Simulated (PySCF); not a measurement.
**EPR parameters of [C5H2ClF3O]+**

Species: C5H2ClF3O (charge +1 and doublet state).
Cartesian coordinates in Å at the GFN2-xTB level; atoms count from 1:
```xyz
12
C5H2ClF3O angstrom
F     -2.0516   -1.0653   -1.0024
C     -1.7303   -0.1783   -0.0685
F     -2.1789   -0.6182    1.1008
F     -2.3455    0.9674   -0.3493
C     -0.2235    0.0094   -0.0174
C      0.5019    1.2141   -0.2295
Cl     0.0131    2.7457   -0.5831
O      1.8202    0.9524   -0.0950
C      1.9650   -0.3273    0.1853
C      0.7221   -0.9733    0.2478
H      2.9647   -0.7137    0.3272
H      0.5440   -2.0135    0.4581
```

The hyperfine couplings belong to this conformer and change with its torsions.

As a line formula: `FC(F)(F)C1=C(Cl)O[CH][CH+]1` [radical] (charge +1).

Method used: PySCF 2.14.0, UKS B3LYP, pcH-1 on C Cl F H O, non-relativistic, mean-field spin-orbit, GIAO. Isolated species at its GFN2-xTB geometry, gas phase. GFN2-xTB frequencies show an imaginary mode (20i cm⁻¹), so this geometry is no minimum at that level. The geometry wasn't refined by DFT: couplings that depend on bond lengths, twists or pyramidal angles can differ widely from those at the functional's own minimum, by a factor of two or more for some ions and for spin on atoms past the first row. No stability test was run, so a lower SCF solution isn't excluded.

* g1, g2, g3: 2.00187, 2.00630, 2.01169
* g_iso: 2.00662
* Form of g: rhombic: the two nearest values differ by 45 % of g3 − g1
* ⟨S²⟩: 0.7576 (exact 0.7500)
* α and β electrons: 42, 41
* Total energy: -1026.35069 Eh
* Basis functions: 280

Isotropic coupling and dipolar principal values T1 to T3, in G (MHz turned into gauss with g_iso; 10 G = 1 mT):

```
atom  isotope  a_iso  of which spin–orbit     T1     T2    T3  Mulliken spin population
  F1      19F    0.5                  0.0   -2.9   -2.7   5.6                      0.00
  C2      13C   -2.0                  0.0   -0.2   -0.1   0.3                     -0.01
  F3      19F    0.5                  0.0   -2.9   -2.7   5.6                      0.00
  F4      19F   -0.3                  0.1   -0.8    0.2   0.7                      0.00
  C5      13C   -0.4                 -0.1   -3.9   -3.3   7.1                      0.09
  C6      13C   12.5                  0.1  -12.4  -11.7  24.0                      0.32
 Cl7     35Cl    3.3                  0.3  -14.0  -12.3  26.3                      0.18
  O8      17O    1.8                  0.0   -1.5   -1.3   2.8                     -0.05
  C9      13C   14.9                  0.0  -14.7  -14.0  28.6                      0.45
 C10      13C   -3.4                  0.0   -2.1   -1.6   3.7                      0.04
 H11       1H  -13.1                  0.0   -6.6   -1.0   7.6                     -0.02
 H12       1H   -2.2                  0.0   -1.8   -1.1   2.9                      0.00
```

The Mulliken spin populations are largest on C9 (+0.45), C6 (+0.32), Cl7 (+0.18) and C5 (+0.09). Three atoms exceed +0.15.

The SMILES `FC(F)(F)C1=C(Cl)O[CH][CH+]1` draws the unpaired electron on C9, whose computed spin population is only +0.45.

Axes: g2 points within 4° of the C9–C10 bond and g3 points within 7° of the C6–Cl7 bond.

Under fast tumbling the dipolar parts average out, and these isotropic splittings remain: 1 × 1H (H11, I = 1/2, 2 lines) with 1.31 mT, 1 × 35Cl (Cl7, I = 3/2, 4 lines) with 0.33 mT and 1 × 1H (H12, I = 1/2, 2 lines) with 0.22 mT.

Main isotope only: 35Cl (natural samples also hold 24 % 37Cl, magnetic too, which adds its own pattern).

The 17O coupling of O8 (5.1 MHz) shows only in satellite lines or after enrichment, since that isotope makes up about 0.038 % of natural oxygen.

The 13C coupling of C9 (41.9 MHz) shows only in satellite lines or after enrichment, since that isotope makes up about 1.07 % of natural carbon.
